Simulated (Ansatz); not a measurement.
`[F][GeH2][O]C(F)(F)F` and `[F][SnH]([F])[O]C(F)(F)F` differ in one atom or group.

Ansatz, PBE0-D4/def2-TZVP geometries, multiplicity 1. Each molecule was computed in one conformer, which needn't be the lowest.

Elements past krypton have def2 core potentials. Scalar relativity is left out up to krypton.

```json
{"property": "size of the dipole moment (PBE/def2-TZVPP) / D", "`[F][GeH2][O]C(F)(F)F`": "3.08"}
{"property": "LUMO energy (ωB97M-V/def2-TZVPP) / eV", "`[F][GeH2][O]C(F)(F)F`": "1.61"}
{"property": "size of the dipole moment (B3LYP/def2-TZVPP) / D", "`[F][GeH2][O]C(F)(F)F`": "3.28"}
{"property": "HOMO–LUMO gap (B3LYP/def2-TZVPP) / eV", "`[F][GeH2][O]C(F)(F)F`": "9.43"}
{"property": "HOMO energy (ωB97M-V/def2-TZVPP) / eV", "`[F][GeH2][O]C(F)(F)F`": "-12.53"}
{"property": "LUMO energy (B3LYP/def2-TZVPP) / eV", "`[F][GeH2][O]C(F)(F)F`": "-0.53"}
```

Task: What does the change do to each property? (An estimate is asked.)

Result: Ansatz gave: 
```
                                        property  `[F][SnH]([F])[O]C(F)(F)F`  shift
  size of the dipole moment (PBE/def2-TZVPP) / D                        3.63   0.55
           LUMO energy (ωB97M-V/def2-TZVPP) / eV                       -0.16  -1.77
size of the dipole moment (B3LYP/def2-TZVPP) / D                        3.85   0.57
           HOMO–LUMO gap (B3LYP/def2-TZVPP) / eV                        7.64  -1.79
           HOMO energy (ωB97M-V/def2-TZVPP) / eV                      -13.07  -0.54
             LUMO energy (B3LYP/def2-TZVPP) / eV                       -2.65  -2.12
```

With PBE0 the HOMO falls by 0.38 eV and the LUMO falls by 2.02 eV, so the gap narrows by about 1.64 eV. PBE moves the HOMO by -0.18 eV and ωB97M-V by -0.54 eV. Dipoles are sizes alone; their direction can turn.

B3LYP here is the variant with VWN-RPA as its local correlation; programs differ in this.
